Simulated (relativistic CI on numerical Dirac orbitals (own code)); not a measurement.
# Energy levels of W48+

These numbers are calculated, not measured: Dirac-Coulomb-Breit CI, KLI orbitals optimised for each configuration, model QED, unscaled Slater integrals (own radial code, finite nucleus).

CI space (outside the closed core [Ne]): 3s2 3p6 3d8, 3s2 3p5 3d9, 3s2 3p4 3d10, 3s 3p6 3d9, 3p6 3d10, 3s 3p5 3d10, 3s2 3p6 3d7 4s, 3s2 3p6 3d7 4p, 3s2 3p4 3d9 4s, 3s2 3p6 3d7 4d, 3s2 3p4 3d9 4p, 3s2 3p5 3d8 4s, 3s2 3p6 3d7 4f, 3s2 3p4 3d9 4d, 3s 3p5 3d9 4s, 3s2 3p5 3d8 4p. Levels of other configurations are missing.

The lowest level is 3s2 3p6 3d8 3F_4, with 87 % of that term; Hund's rules for 3s2 3p6 3d8 give 3F with J = 4, in agreement.

| No. | Configuration | Term | J | E (eV) | % | Next component (%) | Landé g | Lifetime (s) |
| --- | --- | --- | --- | --- | --- | --- | --- | --- |
| 1 | 3s2 3p6 3d8 | 3F | 4 | 0.00 | 87 | 13 1G | 1.207 |  |
| 2 | 3s2 3p6 3d8 | 1D | 2 | 9.02 | 49 | 41 3P | 1.166 | 1.67e+01 |
| 3 | 3s2 3p6 3d8 | 3P | 0 | 28.58 | 51 | 49 1S |  | 7.71e-02 |
| 4 | 3s2 3p6 3d8 | 3F | 3 | 65.17 | 100 |  | 1.072 | 2.89e-07 |
| 5 | 3s2 3p6 3d8 | 3P | 2 | 74.65 | 51 | 31 3F | 1.143 | 5.08e-07 |
| 6 | 3s2 3p6 3d8 | 3P | 1 | 79.96 | 100 |  | 1.490 | 4.21e-07 |
| 7 | 3s2 3p6 3d8 | 1G | 4 | 80.29 | 87 | 13 3F | 1.021 | 9.75e-07 |
| 8 | 3s2 3p6 3d8 | 3F | 2 | 137.43 | 60 | 33 1D | 0.824 | 1.82e-07 |
| 9 | 3s2 3p6 3d8 | 1S | 0 | 161.98 | 51 | 49 3P |  | 1.33e-07 |
| 10 | 3s2 3p5 3d9 | 3F° | 4 | 427.60 | 100 |  | 1.239 | 1.75e-12 |
| 11 | 3s2 3p5 3d9 | 1D° | 2 | 437.30 | 54 | 36 3P° | 1.162 | 8.57e-13 |
| 12 | 3s2 3p5 3d9 | 3D° | 3 | 453.18 | 78 | 14 1F° | 1.255 | 4.35e-13 |
| 13 | 3s2 3p5 3d9 | 1P° | 1 | 464.32 | 52 | 41 3P° | 1.157 | 5.86e-13 |
| 14 | 3s2 3p5 3d9 | 3D° | 2 | 508.39 | 55 | 18 3F° | 1.083 | 6.08e-13 |
| 15 | 3s2 3p5 3d9 | 3P° | 0 | 515.67 | 100 |  |  | 6.91e-13 |
| 16 | 3s2 3p5 3d9 | 3D° | 1 | 517.67 | 46 | 43 3P° | 0.977 | 5.63e-13 |
| 17 | 3s2 3p5 3d9 | 3F° | 3 | 518.03 | 56 | 44 1F° | 1.036 | 6.27e-13 |
| 18 | 3s2 3p5 3d9 | 3P° | 2 | 757.52 | 49 | 37 3D° | 1.286 | 1.66e-13 |
| 19 | 3s2 3p5 3d9 | 1F° | 3 | 765.46 | 42 | 36 3F° | 1.091 | 1.45e-13 |
| 20 | 3s2 3p5 3d9 | 3F° | 2 | 807.96 | 74 | 20 1D° | 0.757 | 3.47e-13 |
| 21 | 3s2 3p5 3d9 | 3D° | 1 | 839.76 | 47 | 37 1P° | 0.832 | 1.38e-13 |
| 22 | 3s2 3p4 3d10 | 3P | 2 | 887.09 | 66 | 32 1D | 1.319 | 3.15e-13 |
| 23 | 3s2 3p4 3d10 | 1S | 0 | 910.17 | 64 | 36 3P |  | 2.79e-13 |
| 24 | 3s 3p6 3d9 | 3D | 3 | 989.36 | 100 |  | 1.322 | 2.10e-13 |
| 25 | 3s 3p6 3d9 | 3D | 2 | 1000.58 | 54 | 44 1D | 1.092 | 2.04e-13 |
| 26 | 3s 3p6 3d9 | 3D | 1 | 1057.46 | 100 |  | 0.488 | 2.19e-13 |
| 27 | 3s 3p6 3d9 | 1D | 2 | 1064.71 | 51 | 46 3D | 1.076 | 2.36e-13 |
| 28 | 3s2 3p4 3d10 | 3P | 1 | 1198.18 | 100 |  | 1.490 | 1.20e-13 |
| 29 | 3s2 3p4 3d10 | 1D | 2 | 1213.82 | 67 | 29 3P | 1.133 | 1.07e-13 |
| 30 | 3s 3p5 3d10 | 3P° | 2 | 1418.85 | 100 |  | 1.488 | 2.55e-13 |

Energies count from the lowest computed level; ° marks odd parity; lifetimes are radiative, by E1, M1, E2, M2 decay to levels of this space only.

The mean weight of the leading LS term, summed over parents, in these 30 levels is 70 %, and that of the leading jj configuration (from the same eigenvectors) 99 %, so jj coupling describes them better and the LS labels are nominal.

At this charge energies of transitions that change n are usually good to better than 1 %, and those within a shell (Δn = 0) to a few per cent.

LS names give the leading component of a level, which can be under half, so a name can repeat, a term be missing and a line seem to break the LS rules.
